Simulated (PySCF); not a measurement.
## State search for SrBe

Unrestricted PBE0; Sr def2-SVP with ECP28, Be def2-SVP; scalar-relativistic core potentials (PySCF 2.14). Outer shells of the fragments: Sr 5s2; Be 2s2.

Followed along the bond (rough minima from three points):

```
2Ms+1  unpaired  ⟨S²⟩ at the start  R at minimum (Å)  Te (eV)
    1      none               0.00              3.56     0.00
    3  σ ↑, π ↑               2.03              2.88     0.56
    1  σ ↓, π ↑               1.04              2.87     0.67
    3      σ ↑↑               2.01              3.11     0.70
    3      π ↑↑               2.06  none in the scan   ≤ 1.49
```

Solutions found at the starting distance of 2.670 Å, counted from the lowest of them; the search is not exhaustive and high or unbound solutions are not listed, so other states can lie among these:

```json
{"2Ms+1": "3", "unpaired": "σ ↑, π ↑", "term": "³Π", "E (eV)": "0.00", "⟨S²⟩": "2.03", "⟨Lz²⟩": "1.00", "μ (D)": "-3.21"}
{"2Ms+1": "1", "unpaired": "none", "term": "¹Σ⁺", "E (eV)": "0.08", "⟨S²⟩": "0.00", "⟨Lz²⟩": "0.00", "μ (D)": "-0.35"}
{"2Ms+1": "1", "unpaired": "σ ↓, π ↑", "term": "mixed", "E (eV)": "0.11", "⟨S²⟩": "1.04", "⟨Lz²⟩": "1.01", "μ (D)": "-2.85"}
{"2Ms+1": "3", "unpaired": "σ ↑↑", "term": "³Σ⁺", "E (eV)": "0.39", "⟨S²⟩": "2.01", "⟨Lz²⟩": "0.00", "μ (D)": "-3.80"}
{"2Ms+1": "3", "unpaired": "π ↑↑", "term": "³Σ⁻", "E (eV)": "0.89", "⟨S²⟩": "2.06", "⟨Lz²⟩": "0.00", "μ (D)": "-8.16"}
{"2Ms+1": "3", "unpaired": "σ ↑, δ ↑", "term": "³Δ", "E (eV)": "1.49", "⟨S²⟩": "2.03", "⟨Lz²⟩": "4.00", "μ (D)": "-2.13"}
```

A term symbol is given only where ⟨S²⟩ and ⟨Lz²⟩ are close to those of a pure state; real π, δ and φ orbitals otherwise mix terms. A positive dipole means Sr(−)Be(+).

Problem. Compare the gap between the two lowest followed solutions at the starting distance with the gap between their minima.

Solution. At PBE0 the second solution (triplet, unpaired electrons σ ↑, π ↑) lies -0.08 eV from the first (singlet, closed shell) at 2.670 Å and +0.56 eV at the minima; the two curves relax by different amounts, since their minima lie near 2.88 and 3.56 Å.

Counting both spins, an empty level lies below a filled one in some of these solutions, because spin and occupation are held.
